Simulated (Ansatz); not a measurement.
Program: Ansatz. Geometries: PBE0-D4/def2-TZVP. ΔE: electronic, gas phase. CBS: MP2 limit from def2 TZ/QZ plus the TZ coupled-cluster correction, frozen cores. Functionals use def2-TZVPP. def2 core potentials past Kr. For Sb outer-core shells are correlated without core-valence functions, which leaves a few kJ/mol of doubt a bond.

`C[CH](C)[SbH2]` + `O[SiH3]` → `[SiH3][O][SbH2]` + `CCC`  (ligand exchange at the Sb–C bond)

**Question.** Is it downhill or uphill in electronic energy at CCSD(T)/CBS, and by how much? (Best estimate.)

**Answer.** Computed: Downhill: ΔE = -7.7 kcal/mol.

**Question.** What do these levels give: r2SCAN0-D4, BHLYP, CAM-B3LYP, RPA@PBE/def2-TZVPP, MP2/def2-TZVPP, SCS-MP2/def2-QZVPP? (Estimate.)

**Answer.** Ansatz gave: r2SCAN0-D4 -8.5, BHLYP -12.2, CAM-B3LYP -11.9, RPA@PBE/def2-TZVPP -8.0, MP2/def2-TZVPP -5.5, SCS-MP2/def2-QZVPP -8.6 kcal/mol.

Largest T1 diagnostic among the species: 0.014.

In def2-TZVPP, CCSD(T) changes the Hartree–Fock value by +7.2 kcal/mol (the triples alone add +0.9 kcal/mol) and MP2 by +8.8 kcal/mol. The D4 term adds +1.7 kcal/mol with B3LYP and +0.9 kcal/mol with PBE0; it sums over pairs of atoms, weighted by their polarisabilities, and B3LYP, whose exchange is more repulsive, gets the larger term.

B3LYP here is the variant with VWN-RPA as its local correlation; programs differ in this.
